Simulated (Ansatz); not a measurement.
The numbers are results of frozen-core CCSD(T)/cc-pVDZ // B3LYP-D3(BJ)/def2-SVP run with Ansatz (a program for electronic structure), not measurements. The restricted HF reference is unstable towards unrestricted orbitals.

Ansatz 0.2 input:
```yaml
crystal:
  periodic: [false, false, false]
  atoms:
    - { symbol: C, position_ang: [-2.306458, -1.3541, 1.986509] }
    - { symbol: C, position_ang: [-1.415254, -0.97552, 1.053765] }
    - { symbol: C, position_ang: [-1.597392, 0.119877, 0.094457] }
    - { symbol: Si, position_ang: [-3.339226, 0.771239, -0.224493] }
    - { symbol: C, position_ang: [-0.578352, 0.650303, -0.637671] }
    - { symbol: C, position_ang: [0.863219, 0.371743, -0.551832] }
    - { symbol: C, position_ang: [1.640573, 0.45103, -1.725322] }
    - { symbol: C, position_ang: [3.010716, 0.196646, -1.700368] }
    - { symbol: C, position_ang: [3.642924, -0.120931, -0.493861] }
    - { symbol: C, position_ang: [2.893597, -0.171268, 0.685035] }
    - { symbol: C, position_ang: [1.520224, 0.074288, 0.659397] }
    - { symbol: H, position_ang: [-3.251557, -0.824974, 2.143169] }
    - { symbol: H, position_ang: [-2.111574, -2.208185, 2.63941] }
    - { symbol: H, position_ang: [-0.486075, -1.549597, 0.967104] }
    - { symbol: H, position_ang: [-4.262433, -0.334256, -0.613432] }
    - { symbol: H, position_ang: [-3.274766, 1.780379, -1.320351] }
    - { symbol: H, position_ang: [-3.908809, 1.424496, 0.99208] }
    - { symbol: H, position_ang: [-0.839141, 1.377078, -1.416024] }
    - { symbol: H, position_ang: [1.151758, 0.705223, -2.669554] }
    - { symbol: H, position_ang: [3.590678, 0.251561, -2.624817] }
    - { symbol: H, position_ang: [4.718059, -0.313803, -0.470631] }
    - { symbol: H, position_ang: [3.38475, -0.392378, 1.63582] }
    - { symbol: H, position_ang: [0.954541, 0.071159, 1.591611] }
basis:
  gaussian: { orbitals: cc-pVDZ }
correlation:
  method: ccsd_t
```

Output:

```
Functional definition: HF
2019 factors; integrals over basis functions are off by at most 1.0e-3 eV
mean field evaluation 1: about -18350.5437 eV, gradient 3.9e1 eV
mean field evaluation 2: about -18351.0411 eV, gradient 3.9e1 eV
mean field evaluation 4: about -18356.3985 eV, gradient 4.9e0 eV
mean field evaluation 8: about -18356.4735 eV, gradient 9.3e-2 eV
mean field evaluation 16: about -18355.9831 eV, gradient 9.0e-1 eV
mean field -18356.47359795 eV, -674.5879622599 hartree, gradient 6.9e-6 eV, S^2 0.000000; 0 other end points of the search recorded, 0 dependent functions left out; unrestricted orbitals would lower it
15 core orbitals not correlated
reference -18356.47359795 eV, -674.5879622599 hartree; 28, 28 occupied and 175, 175 virtual orbitals, 2019 factors
second order -38.56275921 eV of doubles, -0.00000000 eV of singles
cycle   1  -39.41677024 eV  change   -8.5e-1 eV  update   1.6e-1
cycle   2  -40.62506758 eV  change    -1.2e0 eV  update   5.2e-2
cycle   3  -40.89750525 eV  change   -2.7e-1 eV  update   2.3e-2
cycle   4  -40.90262819 eV  change   -5.1e-3 eV  update   7.5e-3
cycle   5  -40.90549985 eV  change   -2.9e-3 eV  update   3.2e-3
cycle   6  -40.90653169 eV  change   -1.0e-3 eV  update   9.6e-4
cycle   7  -40.90623548 eV  change    3.0e-4 eV  update   3.7e-4
cycle   8  -40.90626818 eV  change   -3.3e-5 eV  update   1.6e-4
cycle   9  -40.90631385 eV  change   -4.6e-5 eV  update   6.9e-5
perturbative correction -1.79687407 eV, -0.0660339042 hartree
Total energy: -18399.17678588 eV, -676.1572754710 hartree
```

Cost: very roughly 13 core-minutes.
